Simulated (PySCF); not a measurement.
**A small calculation by hand: chemical shift, span and skew from a shielding tensor**

Si(F)(SH) (FHSSi), SMILES [Si](S)F (connectivity only; charge and spin as stated), neutral, multiplicity 1. Atoms are numbered in the order given.

```xyz
4

Si     0.6719     0.6454     0.0000
F     -0.6939     1.5449     0.0000
S     -0.2574    -1.3139     0.0000
H      0.9565    -1.9175     0.0000
```

The structure is a stationary point at PBE-D3(BJ)/def2-TZVP. Other conformers were not sampled.

GIAO shieldings from PBE0/pcSseg-2 (PySCF), non-relativistic, no solvent. The symmetric part of the tensor of F2 has the principal values -120.5, 169.4, 376.4 ppm. The same nucleus in CFCl3 has σ = 165.8 ppm at this level (PySCF, at its B3LYP-D3(BJ)/def2-TZVP geometry).

### Question
Work out the isotropic shielding, the ¹⁹F shift against CFCl3, the span and the skew.

### Answer

σ(iso) = (σ11 + σ22 + σ33)/3 = 141.8 ppm. δ = σ(ref) − σ(iso) = 165.8 − (141.8) = 24.0 ppm.
Span Ω = σ33 − σ11 = 496.9 ppm. Skew κ = 3(σ(iso) − σ22)/Ω = -0.17. Tumbling in solution averages the tensor to δ; in a static solid the shielding alone would spread this spin-1/2 line over Ω.
